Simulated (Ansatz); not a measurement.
Breaking a bond: PH, triplet.

Method: full CI/cc-pVTZ, frozen core (Ansatz, a first-principles code).

Question: Relative to R = 1.43 Å, what are the energies at R = 1.66, 1.74, 3.85, 5.68 Å?

Answer: 35.1 kJ/mol at 1.66 Å, 56.5 kJ/mol at 1.74 Å, 292.6 kJ/mol at 3.85 Å, 293.8 kJ/mol at 5.68 Å.
